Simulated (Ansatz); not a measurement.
System: SiH$_{2}$SeF, charge 0, doublet. SiH2SeF (SMILES F[Se][SiH2], doublet).
B3LYP-D3(BJ)/def2-TZVP minimum from Ansatz (a quantum-chemistry and plane-wave program):
```
Si
H 1 1.4878
H 1 1.4891 2 111.06
Se 1 2.2741 2 100.80 3 119.64
F 4 1.7872 1 97.07 2 175.56
```
Charge 0, spin multiplicity 2.

Atomisation energy term by term, kcal/mol (programs: Ansatz). UHF or UKS for unpaired electrons; spin-orbit terms are left out. Cores are frozen in correlated methods (noble-gas shells, and filled d and f shells in the p block). No relativity. CBS(X,Y): correlation extrapolated as X^-3, Hartree-Fock from the larger set. A bracket is a step between two methods taken in the basis named. Where a partner has so few electrons that a lower coupled-cluster level is exact, that level stands in.

```tsv
term	basis	kcal/mol
Hartree-Fock	def2-QZVPP	188.43
CCSD correlation	CBS(def2-TZVPP,def2-QZVPP)	94.95
(T)	CBS(def2-TZVPP,def2-QZVPP)	7.97
CCSDT(Q) - CCSD(T)	def2-SVP	0.94
sum: De		292.3
```
